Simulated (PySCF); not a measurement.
Gas-phase reaction: 2 GeSe + CO + 3 O = CSe2 + 2 GeO2

Energies from PySCF, thermal terms from the rigid-rotor harmonic-oscillator model, ideal gas at 1 bar. † marks an energy on the PBE0/def2-TZVP geometry and frequencies; other levels use their own. MP2 and CCSD(T) freeze the core. 6-31G* has spherical d functions here. Open shells (unrestricted): O (multiplicity 3, electronic degeneracy 9); the rest are closed-shell singlets. Spin-orbit splitting is ignored; it lowers the true energy and changes the entropy of O. B3LYP is the form with VWN-RPA correlation. Ge, Se: all electrons, no relativistic terms. GeO2: computed as isolated molecules; such fragments, hydroxides, amides, oligomers or adducts are transient or little studied in the gas. MP2 isn't extrapolated to the basis-set limit; its ΔH°(298 K) is -822.1 kJ in def2-SVP and -1001.3 kJ in def2-TZVPP. CCSD(T) isn't extrapolated to the basis-set limit; its ΔH°(298 K) is -626.8 kJ in def2-SVP and -788.0 kJ in def2-TZVPP. The harmonic model lacks anharmonicity and excited electronic states, which grow with temperature; levels with a mode under 35 cm⁻¹ are left out. Warning, large T1 diagnostic: GeO2 (CCSD(T)/def2-TZVPP†).

| level | ΔE electronic, kJ | ΔH°(298 K), kJ | ΔS°(298 K), J/K | ΔG°(2000 K), kJ |
|---|---|---|---|---|
| B3LYP/def2-TZVP† | -806 | -792 | -426 | 62 |
| BLYP/def2-TZVP† | -936 | -922 | -426 | -68 |
| CCSD(T)/def2-TZVPP† | -802 | -788 | -426 | 66 |
| HF/6-31G* | 186 | 200 | -428 | 1058 |
| M06-2X/def2-TZVP† | -818 | -804 | -426 | 49 |
| MP2/def2-TZVPP† | -1016 | -1001 | -426 | -148 |
| PBE/def2-TZVP† | -1018 | -1004 | -426 | -150 |
| PBE0/def2-SVP† | -753 | -738 | -426 | 115 |
| ωB97M-V/def2-TZVP† | -788 | -774 | -426 | 80 |
ΔH° is lowest at PBE/def2-TZVP† and highest at HF/6-31G*. No reference value is set beside these.
